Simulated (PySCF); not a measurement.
## Nb⁺ (niobium, charge +1): UHF calculation

Configuration: [Kr] 4d3 5s1, high-spin 5F determinant (an excited configuration). Computed with PySCF 2.14 in ANO-RCC-VTZP (7s6p4d2f1g, 68 functions), with the spin-free X2C one-electron Hamiltonian (Gaussian nucleus).

* Total energy: -3816.905266 hartree
* One-electron energy: -5256.4147 hartree
* Hartree (Coulomb) energy: 1557.1673 hartree
* Exchange energy: -117.6579 hartree
* ⟨S²⟩: 6.0059
* ⟨L²⟩: 12.055
* Sum of ⟨r⟩: 28.30 bohr
* Sum of ⟨r²⟩: 44.89 bohr²
* Langevin diamagnetic susceptibility: -35.6 ×10⁻⁶ cm³/mol

```
shell  electrons  mean orbital energy (eV)  spread (eV)  rms radius, mean of both spins (bohr)
 1s α          1                  -19094.9            0                                 0.0415
 1s β          1                  -19094.9            0                                 0.0415
 2s α          1                   -2753.4            0                                  0.171
 2s β          1                   -2752.9            0                                  0.171
 2p α          3                   -2454.1            0                                  0.152
 2p β          3                   -2453.6            0                                  0.152
 3s α          1                   -499.60            0                                  0.471
 3s β          1                   -499.24            0                                  0.471
 3p α          3                   -398.78            0                                  0.478
 3p β          3                   -398.44            0                                  0.478
 3d α          5                   -233.90        0.772                                  0.473
 3d β          5                   -233.12        0.188                                  0.473
 4s α          1                   -84.155            0                                   1.24
 4s β          1                   -80.381            0                                   1.24
 4p α          3                   -55.271            0                                   1.39
 4p β          3                   -50.329            0                                   1.39
 4d α          3                   -17.588            0                                   2.08
 5s α          1                   -13.166            0                                   3.60
```

Densities and radii are taken from the X2C orbitals without a picture-change correction, which distorts them close to the nucleus.

Spin-orbit constants ζ (cm⁻¹) from the X2C one-electron operator on these orbitals: bare nucleus, nucleus screened by l(l+1)(2l+1)/3 electrons, and screened by the Breit-Pauli mean field of the electrons.

```tsv
shell	bare	screened nucleus	mean field
2p	523300	497800	n/a
3p	85650	81470	n/a
3d	11910	9003	n/a
4p	10560	10050	n/a
4d	746.8	564.7	n/a
```

To first order the Landé constant is A = 141.2 cm⁻¹, so the lowest level has J = 1 and lies 0.140 eV below the centre of the term. This holds in LS coupling only.
